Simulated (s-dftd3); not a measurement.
MoO$_{4}$, charge -2, singlet, geometry from GFN2-xTB (such geometries of metal compounds can be far from the true shape); D3(bj) for pbe0 (s-dftd3).

Input for s-dftd3:
```
$ s-dftd3 mol.xyz --bj pbe0 --json dftd3.json --noedisp --grad

# file mol.xyz
5

Mo     0.00000000    -0.00000000     0.00000000
O      1.39196717    -0.30250817    -0.96057373
O      0.47788879     0.29669542     1.62338530
O     -0.83104508     1.37333660    -0.61245111
O     -1.03881088    -1.36752385    -0.05036046
```

What the program printed (banner, timings and long lists left out):

```
-----------------------------------
 s i m p l e   D F T - D 3  v1.4.0
-----------------------------------

Rational (Becke-Johnson) damping: pbe0-D3(BJ)
---------------------
  s6         1.0000
  s8         1.2177
  s9         0.0000
  a1         0.4145
  a2         4.8593
 alp        14.0000
--------------------

Dispersion energy:      -3.7279870787331E-03 Eh

Gradient norm:           1.9054893464291E-04 Eh/a0
--------------------------------------------------
     #    Z           dE/dx      dE/dy      dE/dz
--------------------------------------------------
     1   42 Mo    3.203E-14 -1.217E-14 -1.517E-14
     2    8 O     7.719E-05 -1.678E-05 -5.327E-05
     3    8 O     2.650E-05  1.645E-05  9.002E-05
     4    8 O    -4.608E-05  7.616E-05 -3.396E-05
     5    8 O    -5.761E-05 -7.583E-05 -2.793E-06
--------------------------------------------------

Virial:
--------------------------------------------------
      component           x          y          z
--------------------------------------------------
          x       4.124E-04  5.051E-13  2.533E-12
          y       5.051E-13  4.124E-04 -1.547E-12
          z       2.533E-12 -1.547E-12  4.124E-04
--------------------------------------------------

[Info] JSON dump of results written to 'dftd3.json'
```
